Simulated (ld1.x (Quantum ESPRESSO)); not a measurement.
## phosphorus (P), ultrasoft: configuration errors across variants

```
Element                 : phosphorus (P)
Generator               : ld1.x (Quantum ESPRESSO) 7.5
Type                    : ultrasoft
Functional              : PBE
Relativity              : scalar-relativistic
Frozen core             : [Ne]
Valence charge          : 5
Reference configuration : 3s2 3p2.5 (charge +0.5)
Partial waves           : 3s (bound): rcut 1.25, rcutus 1.55 bohr; 3s channel at -0.4 Ry: rcut 1.25, rcutus 1.55 bohr; 3p (bound): rcut 1.50, rcutus 2.10 bohr; 3p channel at -0.15 Ry: rcut 1.50, rcutus 2.10 bohr
Local potential         : all-electron potential smoothed inside 1.55 bohr (lloc = -1)
Core correction         : none
Augmentation charge     : PSQ, inside the norm-conserving radii
```

All-electron excitation energies from the reference (eV): (1) 3s2 3p3 -3.775; (2) 3s2 3p2 5.955; (3) 3s2 3p1 25.102; (4) 3s1 3p0 106.846; (5) 3s1 3p3 15.075; (6) 3s0 3p5 13.426; (7) 3s1 3p4 4.759.

The overlap operator is not positive definite (basis up to 400 Ry) in “waves 3p (bound): rcut 1.50, rcutus 2.76 bohr; 3p channel at -0.15 Ry: rcut 1.50, rcutus 2.76 bohr”, “waves 3p (bound): rcut 1.50, rcutus 3.14 bohr; 3p channel at -0.15 Ry: rcut 1.50, rcutus 3.14 bohr”. Such files are unfit for use, however small their errors in these radial tests.

Errors AE − PS in meV (a dash: test not solved or not reliable):

| change | (1) | (2) | (3) | (4) | (5) | (6) | (7) | bound ghosts |
| --- | --- | --- | --- | --- | --- | --- | --- | --- |
| base | +0.2 | -0.2 | +4.7 | +128 | +18 | +120 | +23 | none |
| waves 3p (bound): rcut 1.22, rcutus 1.30 bohr; 3p channel at -0.15 Ry: rcut 1.22, rcutus 1.30 bohr | +0.1 | -0.6 | -4.4 | +63 | -0.7 | – | – | none |
| waves 3p (bound): rcut 1.48, rcutus 1.56 bohr; 3p channel at -0.15 Ry: rcut 1.48, rcutus 1.56 bohr | +0.1 | -0.5 | -3.9 | +46 | +6.5 | +40 | +9.9 | none |
| waves 3p (bound): rcut 1.50, rcutus 1.78 bohr; 3p channel at -0.15 Ry: rcut 1.50, rcutus 1.78 bohr | +0.1 | -0.5 | -0.9 | +85 | +9.8 | +60 | +13 | none |
| waves 3p (bound): rcut 1.50, rcutus 2.18 bohr; 3p channel at -0.15 Ry: rcut 1.50, rcutus 2.18 bohr | +0.2 | -0.1 | +5.4 | +133 | +19 | +128 | +25 | none |
| waves 3p (bound): rcut 1.50, rcutus 2.34 bohr; 3p channel at -0.15 Ry: rcut 1.50, rcutus 2.34 bohr | +0.3 | 0.0 | +7.6 | +146 | +22 | +157 | +30 | none |
| waves 3p (bound): rcut 1.50, rcutus 2.52 bohr; 3p channel at -0.15 Ry: rcut 1.50, rcutus 2.52 bohr | +0.4 | +0.1 | +9.7 | +157 | +26 | +198 | +35 | none |
| waves 3p (bound): rcut 1.50, rcutus 2.76 bohr; 3p channel at -0.15 Ry: rcut 1.50, rcutus 2.76 bohr | +0.5 | +0.2 | +12 | +166 | +29 | – | – | not determined (overlap not positive) |
| waves 3p (bound): rcut 1.50, rcutus 2.92 bohr; 3p channel at -0.15 Ry: rcut 1.50, rcutus 2.92 bohr | +0.4 | +0.3 | +13 | +171 | +31 | – | – | none |
| waves 3p (bound): rcut 1.50, rcutus 3.14 bohr; 3p channel at -0.15 Ry: rcut 1.50, rcutus 3.14 bohr | +1.1 | +1.0 | +17 | +176 | +35 | – | – | not determined (overlap not positive) |

Q: Give the same row for: waves 3p (bound): rcut 1.50, rcutus 1.92 bohr; 3p channel at -0.15 Ry: rcut 1.50, rcutus 1.92 bohr.

A: +0.1, -0.3, +1.5, +106, +13, +85, +17; bound ghosts: none.
